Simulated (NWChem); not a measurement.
System: BGeH3ClF; SMILES [B]([GeH3])(F)Cl

Input file for NWChem:

```
start job
memory heap 200 mb stack 900 mb global 1100 mb
geometry units angstroms noautoz
  B     -0.429789    -0.681351     0.057624
  Cl     0.599247    -1.919287    -0.645551
  F     -1.553716    -1.081717     0.612391
  Ge     0.124721     1.317194     0.002991
  H     -0.920267     2.222909     0.677056
  H      1.477171     1.495937     0.716430
  H      0.303756     1.762053    -1.459914
end
basis spherical
  * library def2-svp
end
dft
  xc r2scan
  iterations 150
  mulliken
end
task dft gradient
```

NWChem printed, in part:

```
             Northwest Computational Chemistry Package (NWChem) 7.3.0
             --------------------------------------------------------

 CS  symmetry detected

                             Geometry "geometry" -> ""
                             -------------------------

 Output coordinates in angstroms (scale by  1.889725989 to convert to a.u.)

  No.       Tag          Charge          X              Y              Z
 ---- ---------------- ---------- -------------- -------------- --------------
    1 B                    5.0000    -0.45362511    -0.69772369     0.00000000
    2 Cl                  17.0000     0.73998378    -1.98658115     0.00000000
    3 F                    9.0000    -1.71996684    -1.05500493     0.00000000
    4 Ge                  32.0000     0.13282056     1.29243452     0.00000000
    5 H                    1.0000    -1.07309661     2.24765236     0.00000000
    6 H                    1.0000     0.99547079     1.57499270     1.24340003
    7 H                    1.0000     0.99547079     1.57499270    -1.24340003

 Effective nuclear repulsion energy (a.u.)     299.4022090963

      Symmetry information
      --------------------

 Group name             Cs
 Group number              2
 Group order               2
 No. of unique centers     6

                                 NWChem DFT Module
                                 -----------------

 Summary of "ao basis" -> "ao basis" (spherical)
 ------------------------------------------------------------------------------
       Tag                 Description            Shells   Functions and Types
 ---------------- ------------------------------  ------  ---------------------
 B                          def2-svp                 6       14   3s2p1d
 Cl                         def2-svp                 8       18   4s3p1d
 F                          def2-svp                 6       14   3s2p1d
 Ge                         def2-svp                12       32   5s4p3d
 H                          def2-svp                 3        5   2s1p

      Symmetry analysis of basis
      --------------------------

        a'         64
        a"         29

            General Information
            -------------------
          SCF calculation type: DFT
          Wavefunction type:  closed shell.
          No. of atoms     :     7
          No. of electrons :    66
           Alpha electrons :    33
            Beta electrons :    33
          Charge           :     0
          Spin multiplicity:     1
          Use of symmetry is: on ; symmetry adaption is: on
          Maximum number of iterations: 150
          AO basis - number of functions:    93
                     number of shells:    41
          Convergence on energy requested:  1.00D-06
          Convergence on density requested:  1.00D-05
          Convergence on gradient requested:  5.00D-04

              XC Information
              --------------
                      r^2SCAN Method XC Functional
               r^2SCAN metaGGA Exchange Functional  1.000
                     r^2SCAN Correlation Potential  1.000

             Grid Information
             ----------------
          Grid used for XC integration:  medium
          Radial quadrature: Mura-Knowles
          Angular quadrature: Lebedev.
          Tag              B.-S. Rad. Rad. Pts. Rad. Cut. Ang. Pts.
          ---              ---------- --------- --------- ---------
          B                   0.85       49           9.0       434
          Cl                  1.00       88          12.0       590
          F                   0.50       49          10.0       434
          Ge                  1.25      112           9.0       590
          H                   0.35       45          11.0       434
          Grid pruning is: on
          Number of quadrature shells:   388
          Spatial weights used:  Erf1

      Superposition of Atomic Density Guess
      -------------------------------------

 Sum of atomic energies:       -2659.66135262

      Non-variational initial energy
      ------------------------------

 Total energy =   -2660.803822
 1-e energy   =   -4299.377616
 2-e energy   =    1339.171585
 HOMO         =      -0.327340
 LUMO         =       0.014966

      Symmetry analysis of molecular orbitals - initial
      -------------------------------------------------

  Numbering of irreducible representations:

     1 a'          2 a"

  Orbital symmetries:

     1 a'          2 a'          3 a'          4 a'          5 a"
     6 a'          7 a'          8 a'          9 a'         10 a'
    11 a"         12 a'         13 a'         14 a'         15 a"
    16 a'         17 a'         18 a'         19 a"         20 a'
    21 a"         22 a'         23 a'         24 a'         25 a'
    26 a'         27 a"         28 a'         29 a"         30 a'
    31 a"         32 a'         33 a'         34 a"         35 a'
    36 a'         37 a'         38 a"         39 a'         40 a'
    41 a'         42 a'         43 a"

     ---------------------------------------------
      Total Density - Mulliken Population Analysis
     ---------------------------------------------

[...]

                         DFT ENERGY GRADIENTS

    atom               coordinates                        gradient
                 x          y          z           x          y          z
   1 B      -0.857227  -1.318507   0.000000   -0.001525  -0.004179   0.000000
   2 Cl      1.398367  -3.754094   0.000000   -0.002449   0.002173   0.000000
   3 F      -3.250266  -1.993670   0.000000    0.003561   0.000666   0.000000
   4 Ge      0.250994   2.442347   0.000000    0.000378   0.000646   0.000000
   5 H      -2.027859   4.247447   0.000000   -0.001005   0.000527   0.000000
   6 H       1.881167   2.976305   2.349685    0.000520   0.000084   0.001058
   7 H       1.881167   2.976305  -2.349685    0.000520   0.000084  -0.001058
```

Level: r2SCAN/def2-SVP. Geometry: optimised at PBE0/def2-SVP.
